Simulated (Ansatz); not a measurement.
Task: Name a neutral molecule of B, C, O, Si and H with HOMO energy (PBE0/def2-TZVPP) between -8.15 and -7.85 eV and HOMO energy (ωB97M-V/def2-TZVPP) between -10.70 and -10.40 eV (Ansatz, PBE0-D4/def2-TZVP geometry).

Result: `CCBO[SiH3]` (-8.07 eV, -10.41 eV); `CB(C)O[SiH3]` (-8.10 eV, -10.43 eV). Other molecules can fit too; these were computed, each in one conformer that needn't be the lowest.
